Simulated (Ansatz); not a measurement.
`BN[SiH](F)F` + `BO` → `BOB` + `N[SiH](F)F` at 500 K and 1 bar (ligand exchange at a B–N bond).

Computed with Ansatz on PBE0-D4/def2-TZVP structures; ΔE is electronic, products minus reactants. CCSD(T)/CBS is the MP2 limit (def2-TZVPP, def2-QZVPP) plus CCSD(T) − MP2 in def2-TZVPP, frozen cores. This one scheme is used for every species. One conformer a species, not always the lowest.

| species | CCSD(T)/CBS energy (Eh) | H − E (kJ/mol) | S (J/(mol·K)) |
| --- | --- | --- | --- |
| `BN[SiH](F)F` | -570.77155 | 183.8 | 394.2 |
| `BO` | -101.80414 | 113.6 | 256.0 |
| `BOB` | -127.21702 | 151.5 | 301.7 |
| `N[SiH](F)F` | -545.34917 | 143.1 | 355.2 |

H − E and S are ideal-gas, rigid-rotor, harmonic terms from PBE0-D4/def2-TZVP, for one conformer and one mirror image of each species. 1 Eh = 2625.50 kJ/mol, R = 8.31446 J/(mol·K).

By hand: ΔE, ΔH, ΔS and ΔG.

ΔE = (-127.21702) + (-545.34917) − (-570.77155) − (-101.80414) = 0.00950 Eh = 24.9 kJ/mol. Δ(H − E) = 151.5 + 143.1 − 183.8 − 113.6 = -2.8, so ΔH = 22.1 kJ/mol. ΔS = 301.7 + 355.2 − 394.2 − 256.0 = 6.7 J/(mol·K). ΔG = 22.1 − 500 × (6.7)/1000 = 18.8 kJ/mol.

By hand: the equilibrium constant, and the temperature at which ΔG would vanish if ΔH and ΔS stayed fixed.

log₁₀ K = −ΔG/(RT ln 10) = -2.0. ΔG = 0 at ΔH/ΔS = 3299 K, far beyond where these terms or the molecules hold.

The number of gas molecules stays the same, so ΔS is small and ΔH decides. A doubt of 5 kJ/mol in ΔE shifts log₁₀ K by 0.5 here. Other conformers and mirror images would add mixing entropy, several J/(mol·K) or more a flexible species. Modes under 60 cm⁻¹, often nearly free rotors, make the harmonic entropy too high. These are equilibria of isolated gas molecules and say nothing of rates. Largest T1 diagnostic: 0.014 (customary marks: 0.02 for closed shells, 0.045 for open ones).
